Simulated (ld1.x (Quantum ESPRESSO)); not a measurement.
**Reading a pseudo-wave (F (Z = 9))**

Columns: radius, all-electron u(r) and pseudo u(r) of the 2p shell (level -48.88 eV) of fluorine in the configuration [He] 2s2 2p3; PBEsol, scalar-relativistic, RRKJ scheme, ld1.x (Quantum ESPRESSO) 7.5.

| r (bohr) | all-electron | pseudo |
| --- | --- | --- |
| 0.062 | 0.0736 | 0.0271 |
| 0.125 | 0.2299 | 0.1071 |
| 0.188 | 0.4056 | 0.2305 |
| 0.250 | 0.5676 | 0.3805 |
| 0.312 | 0.7062 | 0.5430 |
| 0.375 | 0.8189 | 0.7043 |
| 0.438 | 0.9035 | 0.8470 |
| 0.500 | 0.9610 | 0.9586 |
| 0.562 | 0.9959 | 1.0358 |
| 0.625 | 1.0116 | 1.0781 |
| 0.688 | 1.0108 | 1.0870 |
| 0.750 | 0.9973 | 1.0694 |
| 0.812 | 0.9739 | 1.0332 |
| 0.875 | 0.9423 | 0.9850 |
| 0.938 | 0.9051 | 0.9316 |
| 1.000 | 0.8645 | 0.8787 |
| 1.062 | 0.8215 | 0.8275 |
| 1.125 | 0.7764 | 0.7781 |
| 1.188 | 0.7308 | 0.7310 |
| 1.250 | 0.6861 | 0.6861 |
| 1.312 | 0.6421 | 0.6421 |
| 1.375 | 0.5986 | 0.5986 |
| 1.438 | 0.5567 | 0.5567 |
| 1.500 | 0.5171 | 0.5171 |
| 1.562 | 0.4794 | 0.4794 |
| 1.625 | 0.4431 | 0.4431 |

Q: How many radial nodes do the two functions have?

A: The all-electron 2p function has n − l − 1 = 0; the pseudo-wave has 0.

Q: At about which radius was the pseudo-wave matched?

A: 1.25 bohr, where the columns begin to agree (steps of 0.06 bohr).

Q: Is the pseudo-wave norm-conserving?

A: Yes: the RRKJ scheme keeps the norm inside the radius equal to the all-electron one, which fixes the energy derivative of the logarithmic derivative at the level.
